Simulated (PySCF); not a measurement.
Excitation energy of Mg by level of theory

Mg [Ne] 3s2 (1S) → Mg [Ne] 3s1 3d1 (3D), as a difference of total energies. All numbers are calculated (PySCF 2.14, scalar relativity by spin-free X2C-1e, in dyall-av3z (20s13p6d4f, 117 functions)). Correlated levels: valence: [Ne] frozen; virtual orbitals above 40 to 60 times the deepest correlated orbital energy dropped. The calculations carry no spin-orbit coupling.

```
           method  excitation energy (eV)
              UHF                   6.332
              LDA                   6.567
              PBE                   6.351
             PBE0                   6.469
           r2SCAN                   6.340
           M06-2X                   7.050
        BHandHLYP                   6.869
          LC-wPBE                   6.843
    MP2 (valence)                   6.863
SCS-MP2 (valence)                   7.077
```

Question: How much does correlation contribute at MP2 (valence)?

Answer: 6.863 − (6.332) = 0.531 eV, measured against UHF.

Errors of the correlated levels include the incompleteness of this basis and the frozen core.

The promoted electron is Rydberg-like, and one or two diffuse shells describe it only roughly, which tends to raise the upper state.

In the upper state the promoted electron has a positive orbital energy at LDA, PBE, PBE0, r2SCAN, M06-2X, BHandHLYP, so the basis confines it.

For comparison: 5.946 eV (measured; NIST levels, between the centres of gravity of the two terms).
